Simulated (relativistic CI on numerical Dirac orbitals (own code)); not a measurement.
# Br33+: sensitivity of the levels to the model

Base calculation: Dirac-Coulomb-Breit CI, separate exchange-only KLI orbitals for each configuration, model QED, unscaled Slater integrals.

Configurations in the expansion: 1s2, 1s 2s, 1s 2p, 1s 3s, 1s 3p, 1s 3d, 1s 4s, 1s 4p, 1s 4d, 1s 4f, 1s 5s, 1s 5p, 1s 5d, 1s 5f, 1s 5g, 1s 6s, 1s 6p, 1s 6d. Levels of other configurations are missing.

Variants: (1) Breit term removed. Shifts of the energy above 1s2 1S_0, in eV, for the lowest level and the first level of each name with at least 55 % of one term (blank where a level changes its place among those of its configuration and J or its character, or is not in the variant):

```csv
Level,Base,Δ(1)
1s2 1S_0,0.0,0.0
1s 2s 3S_1,12244.7,+15.4
1s 2p 3P°_0,12287.4,+9.8
1s 2p 3P°_1,12290.1,+14.7
1s 2s 1S_0,12290.4,+12.4
1s 2p 3P°_2,12347.1,+15.1
1s 2p 1P°_1,12370.4,+14.6
1s 3s 3S_1,14523.1,+15.4
1s 3p 3P°_0,14534.8,+13.9
1s 3s 1S_0,14535.3,+14.5
1s 3p 3P°_1,14535.6,+15.2
1s 3p 3P°_2,14552.6,+15.3
1s 3d 3D_2,14558.3,+15.6
1s 3d 3D_1,14558.6,+15.1
```

At this charge energies of transitions that change n are usually good to better than 1 %, and those within a shell (Δn = 0) to a few per cent.

Ionisation energy from the two ground configurations alone: base 16315.2 eV; Breit term removed 16330.6 eV. The NIST ASD value (theoretical) is 16317 eV.

LS names give the leading component of a level, which can be under half, so a name can repeat, a term be missing and a line seem to break the LS rules.
